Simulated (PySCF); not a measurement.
Species: CH10N2SSi2.
SMILES: `CS[Si@H](N)N[SiH3]`

The calculation used TDDFT PBE0/def2-SVPD, vertical, gas phase, core orbitals frozen in the response in PySCF. Isolated species at its GFN2-xTB geometry (one conformer only). Torsions of this conformer, `[CH3:1][S:2][Si@H:3]([NH2:4])[NH:5][SiH3:6]`: C1–S2–Si3–N4 70°, S2–Si3–N5–Si6 -65°, H–N4–Si3–S2 44°, H–N4–Si3–S2 180°.

Computed states:

```csv
state,E (eV),f
S1,5.55,0.0049
S2,6.09,0.025
S3,6.19,0.0089
S4,6.25,0.049
S5,6.52,0.022
S6,6.70,0.014
```

Broadening: Gaussians 0.4 eV wide at half height, area fixed by f = 4.319×10⁻⁹ ∫ε dν̃. The width is an assumption, not a result. The curve ends short of the highest state used, and states not computed would add to its high-energy end.

(1) Give the broadened spectrum and its maxima.

(2) On this curve, what absorbance would a 10⁻⁴ mol/L sample give at 248 nm over a 1 cm path?

(3) Does any computed singlet lie in the visible range?

(4) Coming from long wavelengths, where does ε first pass 100 L mol⁻¹ cm⁻¹?

## Answers

(1) 
| E (eV) | ε (L mol⁻¹ cm⁻¹) |
| --- | --- |
| 4.95 | 1 |
| 4.99 | 1 |
| 5.03 | 3 |
| 5.07 | 6 |
| 5.11 | 11 |
| 5.15 | 19 |
| 5.19 | 33 |
| 5.23 | 53 |
| 5.27 | 81 |
| 5.31 | 117 |
| 5.35 | 159 |
| 5.39 | 206 |
| 5.43 | 252 |
| 5.47 | 293 |
| 5.51 | 323 |
| 5.55 | 340 |
| 5.59 | 345 |
| 5.63 | 345 |
| 5.66 | 347 |
| 5.70 | 367 |
| 5.74 | 423 |
| 5.78 | 539 |
| 5.82 | 734 |
| 5.86 | 1028 |
| 5.90 | 1430 |
| 5.94 | 1939 |
| 5.98 | 2538 |
| 6.02 | 3192 |
| 6.06 | 3852 |
| 6.10 | 4459 |

Maxima: 222 nm (5.60 eV), ε about 350, made up of S1 (92%) (hardly more than a shoulder) (ε in L mol⁻¹ cm⁻¹; maxima over ε = 5, shares over 10%). At its high-energy end, 6.10 eV, the curve is still rising (ε about 4500, from S2, S3 and S4).

(2) 248 nm is 4.999 eV, where ε is about 1.6 L mol⁻¹ cm⁻¹, so A = ε c l ≈ 0.00016 (Beer–Lambert, with the gas-phase spectrum and the assumed width).

(3) No computed singlet lies in the visible range (380 to 750 nm); the lowest, at 223 nm, stands 2.29 eV above its violet end (3.26 eV).

(4) At about 234 nm (5.29 eV), 0.26 eV below S1.

Without π bonds the low states may be Rydberg-like; a valence basis with one diffuse set may place them up to an eV too high.
